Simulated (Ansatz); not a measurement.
An input meant for TiH₃ (charge 0, doublet; with a point charge).

```yaml
crystal:
  periodic: [false, false, false]
  atoms:
    - {symbol: Ti, position_ang: [-0.004854, 0.004532, 0.566616]}
    - {symbol: H, position_ang: [3.733657, -0.062666, -0.156329]}
    - {symbol: H, position_ang: [-1.810980, 3.261092, -0.231065]}
    - {symbol: H, position_ang: [-1.917845, -3.202958, -0.179223]}
basis:
  gaussian: {orbitals: 6-31G, point_charges: [{charge: -1.00, position_ang: [5.097, -0.328, -0.287]}]}
magnetization: {spin_polarized: true, initial_magnetization: 1}
hamiltonian: {xc: {name: rPW86-PBE}}
accuracy: high
scf: {omitted_lower_state_checks: [starts]}
output: {forces: true}
```

```sh
$ ansatz run in.yaml --threads 4 --pin off --events-out ev --progress --plain --max-ram 3916MiB
```

Shortened log:

```
Functional definition: rPW86-PBE
771 factors; integrals over basis functions are off by at most 3.0e-9 eV
mean field evaluation 1: about -23152.1782 eV, gradient 2.8e1 eV
mean field evaluation 2: about -23105.9237 eV, gradient 5.1e1 eV
mean field evaluation 4: about -23125.9119 eV, gradient 6.3e1 eV
mean field evaluation 8: about -23166.5576 eV, gradient 5.2e0 eV
mean field evaluation 16: about -23167.3883 eV, gradient 3.4e-2 eV
mean field evaluation 32: about -23167.3894 eV, gradient 7.3e-6 eV
mean field -23167.38936383 eV, -851.3858557003 hartree, gradient 4.1e-8 eV, S^2 2.629487; 0 other end points of the search recorded, 0 dependent functions left out
reference -23167.38938130 eV, -851.3858563421 hartree; 13, 12 occupied and 22, 23 virtual orbitals, 771 factors
Total energy: -23167.38938130 eV, -851.3858563421 hartree
Atom 0 at    -0.004854     0.004532     0.566616 Å, force    -0.067041     0.001433    -0.361487 eV/Å
Atom 1 at     3.733657    -0.062666    -0.156329 Å, force     2.462745    -0.574583    -0.171941 eV/Å
Atom 2 at    -1.810980     3.261092    -0.231065 Å, force     0.238900    -0.454110     0.131120 eV/Å
Atom 3 at    -1.917845    -3.202958    -0.179223 Å, force     0.247335     0.446982     0.123779 eV/Å
Dipole moment:     2.083591    -0.068940     0.189368 e Å
Checks for a lower state left out: starts
```

(1) Something in this input is off. What?

## Answers

(1) The geometry is stretched to more than twice its size. Self-consistency was reached. The result belongs to that input, not to the species as meant. The charge 0 doublet is spin-contaminated (final ⟨S²⟩ up to 2.63, 0.75 for a pure state).
